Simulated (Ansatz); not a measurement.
`[CH3][In]([CH3])[SeH]` at its PBE0-D4/def2-TZVP geometry, where that method's forces vanish. Charge 0, multiplicity 1. In takes the def2 core potential.

```csv
atom,x (Å),y (Å),z (Å)
C1,0.551,-1.982,-0.701
In2,-0.251,-0.069,-0.144
C3,0.622,1.544,0.974
Se4,-2.624,0.315,-0.932
H5,-0.174,-2.544,-1.288
H6,0.806,-2.553,0.194
H7,1.462,-1.848,-1.288
H8,1.708,1.457,1.015
H9,0.352,2.497,0.517
H10,0.229,1.527,1.992
H11,-2.682,1.657,-0.339
```

For each bond, give half the difference of the two atoms' forces along it (eV/Å; positive pushes the atoms apart) under PBE-D4, r2SCAN-D4, B3LYP-D4, ωB97M-V in def2-TZVPP. (An estimate is asked.)

Computed: 
| bond | length (Å) | PBE-D4 | r2SCAN-D4 | B3LYP-D4 | ωB97M-V |
| --- | --- | --- | --- | --- | --- |
| C1–In2 | 2.148 | 0.02 | 0.04 | 0.15 | 0.00 |
| C1–H5 | 1.089 | 0.08 | -0.03 | -0.09 | -0.03 |
| C1–H6 | 1.092 | 0.10 | -0.02 | -0.08 | -0.04 |
| C1–H7 | 1.091 | 0.10 | -0.02 | -0.08 | -0.04 |
| In2–C3 | 2.148 | 0.01 | 0.04 | 0.15 | 0.00 |
| In2–Se4 | 2.530 | 0.13 | 0.04 | 0.13 | -0.08 |
| C3–H8 | 1.090 | 0.09 | -0.02 | -0.08 | -0.04 |
| C3–H9 | 1.091 | 0.09 | -0.03 | -0.09 | -0.04 |
| C3–H10 | 1.092 | 0.09 | -0.02 | -0.08 | -0.03 |
| Se4–H11 | 1.469 | 0.26 | -0.01 | 0.05 | -0.10 |

B3LYP here is the variant with VWN-RPA as its local correlation; programs differ in this.
